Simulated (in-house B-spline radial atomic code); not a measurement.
Ionising Xe8+ with different functionals

Computed with a B-spline radial code for spherical atoms: four-component Dirac-Coulomb Hamiltonian, Fermi nucleus of rms radius 4.7859 fm, spin-restricted, spherical fractional occupations for the functionals, and exact exchange of hybrids averaged over the configuration. The ionisation energy is the difference of two self-consistent energies, [Kr] 4d10 → [Kr] 4d9, without Breit or QED terms; ε is the level of the shell that loses the electron (mean over j). The electron is taken from both j subshells in proportion to 2j + 1, so the result is a j average, not the step between ground levels.

```
 method                    rung  ΔSCF (eV)  -ε(4d) (eV)
  B3LYP           global hybrid     180.17       170.65
LC-wPBE  range-separated hybrid     180.11       173.43
  wB97X  range-separated hybrid     179.89       173.47
  HSE06  range-separated hybrid     180.20       170.95
```

Question: Among the functionals, which spreads more, the ΔSCF values or the orbital energies?

Answer: The orbital energies: ΔSCF values span about 0.31 eV and the orbital energies 2.82 eV; here energy differences depend much less on the functional than eigenvalues do.

Question: How do they compare with the NIST value?

Answer: NIST lists 179.8 eV ± 0.12 (measured, ground level to ground level). Errors run from +0.05 to +0.36 eV; wB97X is closest (+0.05 eV), but part of that can be cancellation, since the calculations leave out Breit-QED terms, spin polarisation, the choice among j levels, multiplet and fine-structure energies.
